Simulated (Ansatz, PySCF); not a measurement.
Energy difference R1 + 0.5 R2 → P1, each structure at its B3LYP-D3(BJ)/def2-TZVP stationary point, reached from a drawn start (curvature not checked).
R1: GeO (SMILES [O+]#[Ge-]), charge 0, multiplicity 1.
P1, GeO2 (SMILES [O]=[Ge]=[O]) (charge 0, multiplicity 1):
```xyz
3

Ge     0.00000     0.00000     0.00000
O      1.62399    -0.00419     0.00990
O     -1.62399     0.00419    -0.00989
```
R2: O2 (SMILES O=O), charge 0, multiplicity 3.

P less R. No zero-point or thermal terms; singlets are restricted closed shells; open shells are unrestricted; no spin–orbit coupling.

Codes used: Ansatz (Gaussian basis) for Hartree–Fock, density functionals and correlated methods; PySCF for the D3/D4 terms. Each number belongs to the level named beside it.

Predict the reaction energy from wB97X-V/def2-TZVPP.

-0.38 eV

What reaction energy does PBE0/def2-TZVPP give?

-0.41 eV

Predict the reaction energy from PBE-D4/def2-TZVPP.

-0.58 eV

Ansatz is a program for electronic structure.
